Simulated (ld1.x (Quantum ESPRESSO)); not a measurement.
**What one change does to a pseudopotential (germanium, TM semilocal)**

- Element: germanium (Ge)
- Generator: ld1.x (Quantum ESPRESSO) 7.5
- Type: norm-conserving Troullier–Martins (semilocal form)
- Functional: PW91
- Relativity: non-relativistic
- Frozen core: [Ar] 3d10
- Valence charge: 4
- Reference configuration: 4s2 4p2
- Partial waves: 4s (bound): rc 1.60 bohr; 4p (bound): rc 1.65 bohr; 4d channel at 0.25 Ry: rc 1.70 bohr
- Local potential: the d channel
- Core correction: a·sin(br)/r model core inside 1.30 bohr

Change: form changed from semilocal to separable (Kleinman–Bylander), still TM; local potential all-electron potential smoothed inside 1.25 bohr (lloc = -1).

Cutoffs: the cutoffs (Ry, on a coarse ladder) from which the occupation-weighted sum of valence levels, in a spherical-Bessel basis at the reference potential, stays within 10 and 1 mRy of its value at 400 Ry; they do not see the model core or the augmentation charge, which bear on the density cutoff. Errors are all-electron minus pseudo energies relative to the spin-unpolarised reference configuration.

Q: How do hardness, ghosts and transferability respond?

A: The potential gets harder (30 Ry and 45 Ry → 35 Ry and 45 Ry); a bound ghost appears in d, s, which as a rule spoils a file; the number of tests that count goes from 7 to 6; of the 6 tests that both files solve, the error grows in 3 and shrinks in 1 by more than 15 % and 0.3 meV (median size 13.4 → 15.1 meV); the range in which the p phases agree narrows (upper end 4.9 → 1.2). In the semilocal form every listed channel keeps its own potential, so the choice of the local channel does not act on these tests. It acts once the file is put into the separable form. A semilocal file is local in each channel, so a ghost entry of none says nothing of the separable form that plane-wave codes build from it.

```tsv
quantity	base	changed
cutoff, loose	30 Ry	35 Ry
cutoff, tight	45 Ry	45 Ry
loose cutoff by channel (10 mRy a level)	s 15 Ry, p 6 Ry	s 12 Ry, p 6 Ry
bound ghosts	none	d, s
tests counted (converged, no solver errors)	7 of 7	6 of 7
error for 4s2 4p1, meV [ΔE 7.53 eV]	-3.7	-6.4
error for 4s2 4p0, meV [ΔE 23.07 eV]	-38	-64
error for 4s0 4p4, meV [ΔE 15.46 eV]	-31	-26
error for 4s1 4p3, meV [ΔE 7.62 eV]	-7.7	-8.6
error for 4s2 4p2.3, meV [ΔE -0.91 eV]	0.0	0.0
error for 4s1 4p2, meV [ΔE 15.86 eV]	-19	-22
s: phases at 1.85 bohr within 0.05 rad from the reference energy up to (Ry; the scan ends near 5)	to the end of the scan	to the end of the scan
p: phases at 1.85 bohr within 0.05 rad from the reference energy up to (Ry; the scan ends near 5)	4.9	1.2
d: phases at 1.85 bohr within 0.05 rad from the reference energy up to (Ry; the scan ends near 5)	0.8	1.1
```

Changed file: Tests not counted: 4s1 4p0 (solver errors, printed error -1.3 eV). A true bound ghost makes a file unfit for plane-wave use even where its test errors are small: the radial tests pick states by their node count and pass the ghost by. Where a test does run into it, the solver fails or the error is huge.
